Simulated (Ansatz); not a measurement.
Au5Se2⁺. Total charge 1; singlet. Geometry PBE0-D4/def2-SVP; atoms count from 1.

```xyz
7

Au    0.610    1.347    3.040
Au    0.628   -3.317   -0.186
Au    0.518   -1.612   -3.157
Au   -1.466    3.122    0.970
Au   -0.086    0.137   -0.198
Se    0.740    2.206    0.811
Se   -0.944   -1.883   -1.280
```

In the def2 sets Au takes a core potential; there is no spin–orbit coupling. The structure comes from a short search, and lower isomers may exist.

Q: Estimate the Mulliken populations from the PBE0/def2-TZVP orbitals of Ansatz.

A: 
```csv
atom,charge (e),d electrons
Au1,0.47,9.75
Au2,0.47,9.75
Au3,0.49,9.75
Au4,0.49,9.75
Au5,0.08,9.62
Se6,-0.50,–
Se7,-0.50,–
```
Mulliken values depend strongly on the basis.

Q: And the Mayer bond orders between heavy atoms (over 0.3)?

A: Au1–Se6 0.96 (2.39 Å); Au2–Se7 0.96 (2.39 Å); Au3–Se7 0.94 (2.39 Å); Au4–Se6 0.94 (2.39 Å); Au5–Se6 0.77 (2.45 Å); Au5–Se7 0.77 (2.45 Å).
